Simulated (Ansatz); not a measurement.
Ansatz (a first-principles code) input:

Ansatz 0.2 input:
```yaml
crystal:
  periodic: [false, false, false]
  atoms:
    - {symbol: C, position_ang: [-2.01841049, -0.14915554, 0.27296694]}
    - {symbol: C, position_ang: [-0.77198483, 0.03139212, 0.05420311]}
    - {symbol: C, position_ang: [0.55209102, 0.04112125, -0.07484739]}
    - {symbol: C, position_ang: [1.76745567, 0.06286254, -0.20057397]}
    - {symbol: H, position_ang: [2.82509178, 0.08267773, -0.31049218]}
basis:
  gaussian:
    orbitals: def2-TZVPD
hamiltonian:
  xc: {name: wB97X-V}
magnetization: {spin_polarized: true, initial_magnetization: 1}
output: {forces: true}
```

Q: What final total energy does it print?

A: -152.76778 Eh (wB97X-V/def2-TZVPD). The basis has 157 functions.

It need not be the lowest isomer of its formula.
